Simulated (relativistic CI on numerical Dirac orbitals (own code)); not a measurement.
## Re⁷⁺: 5p photoemission

Computed with this model: Dirac-Coulomb-Breit CI, orbitals from a KLI potential per configuration, a model potential for QED, multiplet model of photoemission in the sudden approximation, unscaled Slater integrals; configurations [Xe] 4f14 → [Kr] 4d10 4f14 5s2 5p5; 300 K; Lorentzian 2.1 eV and Gaussian 0.6 eV FWHM. Energies are those of the free ion, without screening or charge transfer. The energies are binding energies and can lie tens of eV above those of solids. S is read from ⟨S²⟩ = S(S + 1).

free ion: ground-state S = 0.00, centroid 147.09 eV. Peaks (eV, height): 143.0 (100), 155.4 (51).

Strongest unbroadened transitions for free ion:

```
Energy (eV)  Relative strength
     142.91              100.0
     155.44               50.0
```
